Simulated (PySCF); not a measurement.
# C₆ coefficients of unlike pairs at PBE

Calculated with PySCF 2.14 from the dipole response of each species, C₆(A,B) = (3/π) ∫ α_A(iu) α_B(iu) du, in atomic units, from isotropic polarisabilities. For ions this is the dispersion term alone; charge-induced terms of lower order in 1/R come first.

```
species       configuration                                                                            basis      relativity  α (bohr³)  C₆ (like pair)
    Ar⁺   [Ne] 3s2 3p5 (2P)                                                        def2-QZVPPD (10s7p5d2f1g)            none      7.068           31.96
   Ar²⁺   [Ne] 3s2 3p4 (3P)  aug-cc-pCVTZ-DK with one added diffuse shell each of s, p, d, f type (9s8p6d4f)   spin-free X2C      4.816           16.94
   Hf³⁺  [Xe] 4f14 5d1 (2D)                                      aug-cc-pwCVTZ-PP with ECP60MDF (8s8p7d4f3g)  core potential      6.412           25.64
     Cl   [Ne] 3s2 3p5 (2P)                                                        def2-QZVPPD (10s7p5d2f1g)            none      15.70           99.91
```

Task: Estimate C₆ for Ar²⁺ with Ar⁺.

Result: The integral gives 23.22. The combination rule 2 C_A C_B / (C_A α_B/α_A + C_B α_A/α_B) gives 23.21 and the geometric mean 23.27.

No spin-orbit coupling is included.

The other pairs:

| pair | C₆ |
| --- | --- |
| Cl, Hf³⁺ | 48.69 |
| Cl, Ar²⁺ | 39.77 |
| Cl, Ar⁺ | 55.38 |
| Hf³⁺, Ar²⁺ | 20.76 |
| Hf³⁺, Ar⁺ | 28.43 |
